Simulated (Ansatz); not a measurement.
H₂Cl₂O₂Si (SMILES O[Si](O)(Cl)Cl), singlet, at a GFN2-xTB geometry, with bond 6-1 at 2.4 times its length; Ansatz (a quantum-chemistry and plane-wave program) with CASSCF(2,3)/STO-3G.

The Ansatz input:
Ansatz 0.2 input:
```yaml
crystal:
  periodic: [false, false, false]
  atoms:
    - {symbol: O, position_ang: [-0.00826561, -1.59402796, -0.84501378]}
    - {symbol: Si, position_ang: [-0.21760936, -0.20280501, -0.03976472]}
    - {symbol: O, position_ang: [-1.72496225, -0.02128541, 0.52829338]}
    - {symbol: Cl, position_ang: [0.22161441, 1.19809319, -1.39851697]}
    - {symbol: Cl, position_ang: [0.91683636, -0.13709320, 1.60655112]}
    - {symbol: H, position_ang: [0.08942298, -3.63555645, 0.18852613]}
    - {symbol: H, position_ang: [-2.47374707, 0.16944221, -0.03173907]}
basis:
  gaussian:
    orbitals: STO-3G
hamiltonian:
  xc: hf
magnetization: {spin_polarized: false}
correlation: {active_space: {window: {electrons: 2, orbitals: 3}}}
```

It wrote (shortened):

```
Functional definition: HF
462 factors; integrals over basis functions are off by at most 4.0e-5 eV
mean field evaluation 1: about -36546.5947 eV, gradient 3.8e1 eV
mean field evaluation 2: about -36546.6561 eV, gradient 3.8e1 eV
mean field evaluation 4: about -36555.2565 eV, gradient 6.8e0 eV
mean field evaluation 8: about -36555.5480 eV, gradient 1.2e-1 eV
mean field -36555.54199742 eV, -1343.3913901687 hartree, gradient 1.5e-6 eV, S^2 0.000000; 0 other end points of the search recorded, 0 dependent functions left out
reference -36555.54199742 eV, -1343.3913901687 hartree; 33, 33 occupied and 6, 6 virtual orbitals, 462 factors
state -36561.41637727 eV, -1343.6072696467 hartree
Total energy: -36561.41637727 eV, -1343.6072696467 hartree
```
